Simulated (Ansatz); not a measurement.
Br2FIn, SMILES `[F][In]([Br])[Br]`, relaxed with RKS PBE0-D4/def2-TZVP in Ansatz 0.2.0 from a PBE-D4/def2-SVP geometry. The force threshold is 0.005 eV/Å; the program also tests the step.

Total charge 0; spin multiplicity 1. In: def2 effective core potential.

Start:

```xyz
4

F     1.872   -0.591   -0.595
In    0.077   -0.024   -0.025
Br   -1.785   -1.625   -0.321
Br   -0.165    2.240    0.941
```

By how much does the energy fall, and how many steps does the optimiser take? (Best estimate.)

Ansatz gave: 4.30 kJ/mol, in 3 steps.

Which bonds change most? (Best estimate.)

The calculation gave: In2–Br4 from 2.473 to 2.426 Å; In2–Br3 from 2.473 to 2.426 Å; F1–In2 from 1.967 to 1.930 Å.

Give the relaxed structure. (An estimate is asked.)

Ansatz gave: 
```xyz
4

F     1.825   -0.576   -0.580
In    0.064   -0.020   -0.020
Br   -1.744   -1.609   -0.323
Br   -0.144    2.205    0.923
```
